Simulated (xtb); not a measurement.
LaF₃, SMILES [F][La]([F])[F]. All values are semi-empirical tight-binding results from xtb (GFN2-xTB unless named), good for trends rather than for accurate numbers. Geometry: GFN2-xTB. The isomer is the one that the SMILES or the coordinates give; other isomers of the formula were not compared.

Optimised geometry:

Bonded distances (Å): La1–F2 1.973, La1–F3 1.973, La1–F4 1.973. Bond angles (°): F2–La1–F3 120.0, F2–La1–F4 120.0, F3–La1–F4 120.0.

The geometry has at least one imaginary mode, so it is a saddle point at that level.

For metal compounds this method's bond lengths and energies can be far off.

The point group as xtb finds it is D3h. The orbital gap is 2.64 eV.

Computed atomic charges and the Wiberg bond orders between heavy atoms:
charges (e) La1 0.86, F2 -0.29, F3 -0.29, F4 -0.29. Bond orders La1–F2 1.08, La1–F3 1.08, La1–F4 1.08.
